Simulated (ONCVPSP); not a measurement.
Transferability test, ONCV potential for scandium

ONCVPSP 4.0.1 input, shortened (lines: element, Z, core and valence counts, functional; n l f; lmax; l rc ep ncon nbas qcut; lloc lpopt rc5 dvloc0; l nproj debl; icmod fcfact rcfact), LDA (Perdew-Wang 92), non-relativistic:

```
  Sc 21.00    3    5  -001012      upf
    1    0    2.00
    2    0    2.00
    2    1    6.00
    3    0    2.00
    3    1    6.00
    3    2    1.00
    4    0    1.75
    4    1    0.25
    2
    0    1.90    0.00    3    7    6.00
    1    2.15    0.00    3    6    5.30
    2    2.75    0.00    5   10    6.00
    4    5    1.40    6.00
    0    2    0.80
    1    2    1.10
    2    2    4.00
    0    0.00    0.00
```

Energies are relative to the spin-unpolarised reference configuration 3s2 3p6 3d1 4s1.75 4p0.25; without spin polarisation the order of configurations can differ from experiment.

```json
{"valence configuration": "3s2 3p6 3d1 4s1 4p0", "charge": "+1", "ΔE all-electron (eV)": "6.330", "error AE − PS (meV)": "-0.3"}
{"valence configuration": "3s2 3p6 3d1.5 4s1.5 4p0", "charge": "0", "ΔE all-electron (eV)": "-0.113", "error AE − PS (meV)": "+19"}
```

Q: What are ΔE and the potential's error for 3s2 3p6 3d1 4s2 4p0?

A: ΔE = -0.685 eV all-electron; the error (AE − PS) is 0.0 meV.

Q: What are ΔE and the potential's error for 3s2 3p6 3d1 4s0 4p0?

A: ΔE = 19.208 eV all-electron; the error (AE − PS) is -5.7 meV.

Levels in the configuration 3s2 3p6 3d1 4s1 4p0:

```tsv
level	all-electron (eV)	pseudo (eV)
3s	-61.166	-61.216
3p	-40.606	-40.640
3d	-10.359	-10.377
4s	-9.893	-9.895
```
